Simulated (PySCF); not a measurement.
H3S, SMILES [SH3+], charge +1. Heavy atoms are numbered as in [SH3+:1]. Hydrogens are named by the atom that carries them.

Geometry: B3LYP-D3(BJ)/def2-TZVPD. The isomer is the one that the SMILES or the coordinates give; other isomers of the formula were not compared.

Calculation: HF/pcSseg-2 in PySCF.

GIAO shieldings, no solvent; atoms alike by connectivity are averaged. δ = σ(ref) − σ: ³³S against H2S (σ = 707.7 ppm); ¹H against TMS (σ = 31.98 ppm), references at their B3LYP-D3(BJ)/def2-TZVP geometries, non-relativistic.

Computed chemical shifts:
| nucleus | atoms | count | δ (ppm) |
|---|---|---|---|
| ³³S | S1 (SH3) | 1 | 72.9 |
| ¹H | H on S1 | 3 | 6.39 |
